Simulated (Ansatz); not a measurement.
Steps of a relaxation of CH6BFGeS (`BS[CH](F)[GeH3]`) with RKS PBE0-D4/def2-TZVP.

```sh
$ ansatz run in.yaml --threads 4 --pin off --events-out ev --progress --plain --max-ram 10444MiB
```

```yaml
crystal:
  periodic: [false, false, false]
  atoms:
    - {symbol: B, position_ang: [-1.739179, 1.778484, 0.672417]}
    - {symbol: S, position_ang: [-1.103703, 0.136150, 0.883607]}
    - {symbol: C, position_ang: [0.451839, 0.151157, -0.113926]}
    - {symbol: F, position_ang: [1.459564, 0.812408, 0.568330]}
    - {symbol: Ge, position_ang: [1.053539, -1.721047, -0.476651]}
    - {symbol: H, position_ang: [-2.764074, 2.033496, 1.268781]}
    - {symbol: H, position_ang: [-1.163825, 2.574255, -0.039813]}
    - {symbol: H, position_ang: [0.239692, 0.703508, -1.054473]}
    - {symbol: H, position_ang: [2.396231, -1.641784, -1.243132]}
    - {symbol: H, position_ang: [1.250732, -2.432469, 0.882143]}
    - {symbol: H, position_ang: [-0.015414, -2.451058, -1.326682]}
basis:
  gaussian: {orbitals: def2-TZVP}
hamiltonian: {xc: pbe0, dispersion: d4}
relax: {f_tol: 0.005, max_steps: 150}
```

Positions (Å) and forces (eV/Å) along the path, 11 of 19 steps:

```xyz
11
step=1 energy=-71867.7042 eV
B    -1.739    1.778    0.672   -0.067    0.121   -0.029
S    -1.104    0.136    0.884    0.470    0.307   -0.328
C     0.452    0.151   -0.114   -0.396    0.096   -0.126
F     1.460    0.812    0.568   -0.274   -0.092   -0.155
Ge    1.054   -1.721   -0.477    0.041   -0.024    0.006
H    -2.764    2.033    1.269    0.407   -0.087   -0.248
H    -1.164    2.574   -0.040   -0.243   -0.309    0.286
H     0.240    0.704   -1.054    0.157   -0.240    0.562
H     2.396   -1.642   -1.243   -0.205   -0.012    0.102
H     1.251   -2.432    0.882   -0.044    0.102   -0.201
H    -0.015   -2.451   -1.327    0.153    0.138    0.130
11
step=6 energy=-71867.7474 eV rejected
B    -1.745    1.711    0.597   -0.008   -0.109    0.088
S    -0.929    0.219    1.074    0.061    0.208   -0.132
C     0.523    0.186   -0.012   -0.128   -0.230    0.021
F     1.594    0.779    0.622    0.057    0.065   -0.001
Ge    1.011   -1.684   -0.485    0.033    0.050   -0.002
H    -2.724    1.969    1.222   -0.080    0.053   -0.023
H    -1.339    2.393   -0.297    0.021   -0.068    0.068
H     0.275    0.772   -0.898    0.063    0.046   -0.028
H     2.334   -1.642   -1.262    0.000   -0.010    0.001
H     1.168   -2.477    0.816    0.001   -0.017    0.005
H    -0.101   -2.283   -1.356   -0.020    0.011    0.002
11
step=8 energy=-71867.7505 eV
B    -1.746    1.730    0.623    0.000    0.006    0.005
S    -0.981    0.190    1.001    0.018    0.001    0.005
C     0.497    0.171   -0.045    0.001    0.003   -0.002
F     1.549    0.792    0.604   -0.013    0.000    0.005
Ge    1.025   -1.695   -0.480    0.003   -0.008   -0.007
H    -2.756    1.977    1.206    0.003   -0.002   -0.001
H    -1.263    2.464   -0.183   -0.009   -0.001   -0.015
H     0.277    0.746   -0.947    0.005   -0.005    0.012
H     2.339   -1.643   -1.272   -0.010   -0.001    0.005
H     1.213   -2.458    0.837   -0.002    0.000   -0.010
H    -0.088   -2.333   -1.323    0.005    0.007    0.003
11
step=9 energy=-71867.7521 eV
B    -1.754    1.717    0.609    0.013   -0.055   -0.029
S    -0.932    0.221    1.058   -0.009    0.100   -0.030
C     0.523    0.184   -0.017    0.056   -0.013   -0.019
F     1.600    0.780    0.618   -0.068   -0.018   -0.024
Ge    1.013   -1.686   -0.483   -0.002   -0.012   -0.001
H    -2.766    1.957    1.192    0.018    0.009    0.003
H    -1.314    2.419   -0.253   -0.013   -0.042    0.050
H     0.295    0.770   -0.911    0.014   -0.010    0.043
H     2.325   -1.650   -1.281   -0.025    0.004    0.012
H     1.193   -2.477    0.820   -0.008    0.015   -0.026
H    -0.117   -2.291   -1.331    0.023    0.022    0.021
11
step=10 energy=-71867.7521 eV rejected
B    -1.761    1.698    0.591    0.058    0.063    0.028
S    -0.906    0.239    1.087    0.013    0.082   -0.061
C     0.539    0.192   -0.004    0.002   -0.067    0.000
F     1.624    0.775    0.626   -0.043   -0.008   -0.024
Ge    1.005   -1.683   -0.483    0.009    0.035   -0.005
H    -2.753    1.952    1.201   -0.022   -0.007   -0.044
H    -1.347    2.385   -0.300   -0.041   -0.102    0.077
H     0.304    0.783   -0.892    0.023   -0.005    0.027
H     2.318   -1.645   -1.277   -0.006   -0.017    0.002
H     1.173   -2.488    0.812   -0.006    0.010   -0.017
H    -0.129   -2.264   -1.341    0.012    0.015    0.018
11
step=11 energy=-71867.7532 eV
B    -1.755    1.708    0.603   -0.012    0.014   -0.031
S    -0.920    0.231    1.070    0.023    0.011   -0.003
C     0.531    0.187   -0.011    0.013   -0.020   -0.005
F     1.609    0.779    0.621   -0.015    0.000   -0.006
Ge    1.010   -1.684   -0.483   -0.010    0.012    0.001
H    -2.761    1.952    1.194    0.000    0.008   -0.002
H    -1.330    2.399   -0.274   -0.008   -0.028    0.034
H     0.301    0.776   -0.902    0.009   -0.002    0.012
H     2.321   -1.650   -1.280   -0.006   -0.004    0.004
H     1.182   -2.481    0.816    0.001    0.003   -0.009
H    -0.124   -2.274   -1.333    0.007    0.006    0.004
11
step=12 energy=-71867.7539 eV
B    -1.762    1.693    0.590    0.027    0.018   -0.027
S    -0.886    0.255    1.105   -0.004    0.026   -0.026
C     0.551    0.196    0.005    0.005   -0.013    0.009
F     1.641    0.774    0.629    0.001   -0.003   -0.007
Ge    1.002   -1.678   -0.484   -0.014    0.016    0.006
H    -2.766    1.937    1.186   -0.009    0.003   -0.004
H    -1.362    2.364   -0.315   -0.016   -0.053    0.051
H     0.316    0.791   -0.880    0.005    0.003   -0.002
H     2.310   -1.657   -1.284    0.004   -0.001   -0.004
H     1.165   -2.491    0.805   -0.002    0.001   -0.001
H    -0.143   -2.240   -1.337    0.003    0.004    0.005
11
step=13 energy=-71867.7542 eV
B    -1.765    1.683    0.584    0.026    0.012   -0.035
S    -0.867    0.267    1.123   -0.009    0.032   -0.019
C     0.563    0.202    0.014   -0.002   -0.015    0.014
F     1.661    0.771    0.634    0.007   -0.005   -0.003
Ge    0.996   -1.673   -0.484   -0.010    0.017    0.002
H    -2.768    1.926    1.180   -0.010    0.002   -0.001
H    -1.380    2.338   -0.339   -0.011   -0.046    0.055
H     0.328    0.802   -0.867    0.000    0.007   -0.012
H     2.302   -1.660   -1.288    0.009   -0.004   -0.007
H     1.154   -2.495    0.800    0.000   -0.001    0.004
H    -0.158   -2.218   -1.337    0.000    0.001    0.002
11
step=14 energy=-71867.7542 eV rejected
B    -1.774    1.663    0.572    0.079    0.030    0.024
S    -0.838    0.286    1.147   -0.045    0.024   -0.020
C     0.582    0.212    0.027    0.010    0.006    0.008
F     1.689    0.768    0.640    0.010   -0.006    0.006
Ge    0.988   -1.664   -0.484   -0.015    0.000   -0.001
H    -2.777    1.908    1.166   -0.018   -0.022   -0.008
H    -1.398    2.306   -0.362   -0.020   -0.037    0.008
H     0.346    0.818   -0.850   -0.012    0.011   -0.021
H     2.289   -1.671   -1.297    0.007    0.002   -0.005
H     1.139   -2.497    0.794    0.003   -0.005    0.009
H    -0.181   -2.185   -1.332    0.002   -0.002   -0.001
11
step=17 energy=-71867.7546 eV
B    -1.770    1.665    0.574    0.009   -0.010   -0.003
S    -0.836    0.288    1.149   -0.014    0.012    0.000
C     0.585    0.215    0.029    0.010    0.004    0.001
F     1.694    0.764    0.643   -0.004   -0.005    0.000
Ge    0.985   -1.663   -0.484    0.001   -0.005   -0.003
H    -2.781    1.901    1.160    0.003   -0.002    0.004
H    -1.399    2.299   -0.366   -0.002    0.001    0.001
H     0.349    0.823   -0.847   -0.003    0.002   -0.002
H     2.284   -1.671   -1.301   -0.002    0.001    0.001
H     1.140   -2.494    0.794    0.000    0.000    0.001
H    -0.186   -2.183   -1.330    0.002    0.001    0.002
11
step=19 energy=-71867.7547 eV
B    -1.771    1.663    0.571    0.001   -0.001    0.001
S    -0.833    0.292    1.152   -0.002    0.002    0.000
C     0.587    0.216    0.032    0.003   -0.001   -0.002
F     1.698    0.761    0.648   -0.002   -0.001   -0.001
Ge    0.983   -1.662   -0.485   -0.001    0.001    0.001
H    -2.780    1.899    1.159    0.000    0.000    0.000
H    -1.404    2.293   -0.373    0.000    0.000    0.001
H     0.353    0.827   -0.843    0.001   -0.001    0.001
H     2.281   -1.669   -1.304    0.000    0.000    0.000
H     1.141   -2.495    0.792    0.000    0.000   -0.001
H    -0.189   -2.181   -1.328    0.000    0.000    0.000
```

Hardware: 4 threads of an Arm Neoverse V1 on a shared host. Wall time 91 s, peak host memory 0.68 GiB.
